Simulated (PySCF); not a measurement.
A mixed set of molecules.

All values: PBE0/pcSseg-1 (PySCF) at GFN2-xTB geometries, gas phase, one conformer each.

Task: Rank by HOMO–LUMO gap, highest first.
A. `O[Si@H]1CCCNC1`
B. `C=N[SiH2][C@H](C)CO`
C. `F[C@H]1[C@@H](C=O)[Si@H]1C#C`
D. `C1CCC1N[SiH2]O`
E. `C#C[SiH2]/C(F)=C\C=O`
F. `FC[C@]1(Cl)C=C[SiH2]1`

Result: D (7.69 eV), F (7.02 eV), A (6.55 eV), B (6.13 eV), C (5.64 eV), E (5.49 eV).

Task: Rank by HOMO energy, lowest first.
A. `C#C[Si@@H]1[C@H](C=O)[C@@H]1F`
B. `O[Si@H]1CCCNC1`
C. `FC[C@]1(Cl)C=C[SiH2]1`
D. `C#C[SiH2]/C(F)=C\C=O`
E. `C=N[SiH2][C@H](C)CO`
F. `O[SiH2]NC1CCC1`

Result: C (-7.84 eV), D (-7.63 eV), E (-7.24 eV), A (-7.03 eV), F (-6.74 eV), B (-5.74 eV).

Task: Rank by the highest Hirshfeld charge on any atom, lowest value first.
A. `O[SiH2]NC1CCC1`
B. `C=N[SiH2][C@H](C)CO`
C. `[C@]1(Cl)([SiH2]C=C1)CF`

Result: C (+0.348 e), B (+0.367 e), A (+0.413 e).

All values together:

```
                       SMILES    formula  μ (D)  HOMO (eV)  LUMO (eV)  lowest IAO charge (e)  highest IAO charge (e)  lowest Hirshfeld charge (e)  highest Hirshfeld charge (e)
               O[SiH2]NC1CCC1  C4H11NOSi   1.75      -6.74       0.96             -0.795 (O)             +1.111 (Si)                   -0.309 (O)                   +0.413 (Si)
          C=N[SiH2][C@H](C)CO  C4H11NOSi   2.70      -7.24      -1.11             -0.566 (O)             +0.864 (Si)                   -0.249 (O)                   +0.367 (Si)
C#C[Si@@H]1[C@H](C=O)[C@@H]1F   C5H5FOSi   3.83      -7.03      -1.39             -0.417 (C)             +0.820 (Si)                   -0.249 (O)                   +0.371 (Si)
        FC[C@]1(Cl)C=C[SiH2]1  C4H6ClFSi   2.84      -7.84      -0.81             -0.402 (C)             +0.756 (Si)                   -0.131 (C)                   +0.348 (Si)
               O[Si@H]1CCCNC1  C4H11NOSi   1.00      -5.74       0.81             -0.791 (O)             +1.106 (Si)                   -0.309 (O)                   +0.405 (Si)
         C#C[SiH2]/C(F)=C\C=O   C5H5FOSi   3.15      -7.63      -2.14             -0.389 (O)             +0.762 (Si)                   -0.230 (O)                   +0.369 (Si)
```

Conformers: `[OH:1][SiH2:2][NH:3][CH:4]1[CH2:5][CH2:6][CH2:7]1` with H–O1–Si2–N3 -51°, O1–Si2–N3–C4 -52°, Si2–N3–C4–C5 162°, N3–C4–C5–C6 133°, C4–C5–C6–C7 -12°, C5–C6–C7–C4 12°, N3–C4–C7–C6 -132°; `[CH2:1]=[N:2][SiH2:3][C@H:4]([CH3:5])[CH2:6][OH:7]` with C1–N2–Si3–C4 122°, N2–Si3–C4–C5 172°, Si3–C4–C6–O7 -67°, C4–C6–O7–H 57°; `[CH:1]#[C:2][Si@@H:3]1[C@H:4]([CH:5]=[O:6])[C@@H:7]1[F:8]` with Si3–C4–C5–O6 121°; `[F:1][CH2:2][C@:3]1([Cl:4])[CH:5]=[CH:6][SiH2:7]1` with F1–C2–C3–Cl4 -81°; `[OH:1][Si@H:2]1[CH2:3][CH2:4][CH2:5][NH:6][CH2:7]1` with H–O1–Si2–C3 -176°, O1–Si2–C3–C4 78°, Si2–C3–C4–C5 52°, C3–C4–C5–N6 -68°, C4–C5–N6–C7 70°; `[CH:1]#[C:2][SiH2:3]/[C:4]([F:5])=[CH:6]\[CH:7]=[O:8]` with C2–Si3–C4–F5 120°, C4–C6–C7–O8 -178°.
